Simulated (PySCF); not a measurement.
How methods differ on the ionisation energy of Zn+

Zn+ [Ar] 3d10 4s1 (2S) → Zn(2+) [Ar] 3d10 (1S), as a difference of total energies. Calculation: PySCF 2.14, in x2c-TZVPPall (6s5p4d2f1g, 64 functions); scalar relativity by spin-free X2C-1e. Correlated levels: valence and next inner shell: [Ne] frozen. The calculations carry no spin-orbit coupling.

| method | ionisation energy (eV) | error (eV) |
| --- | --- | --- |
| UHF | 16.877 | -1.087 |
| MP2 (valence and next inner shell) | 17.866 | -0.098 |
| SCS-MP2 (valence and next inner shell) | 17.683 | -0.281 |
| CCSD (valence and next inner shell) | 17.699 | -0.265 |
| CCSD(T) (valence and next inner shell) | 17.768 | -0.196 |

Reference: 17.964 eV (measured; NIST Atomic Spectra Database, ionization energies).

Errors of the correlated levels include the incompleteness of this basis and the frozen core.
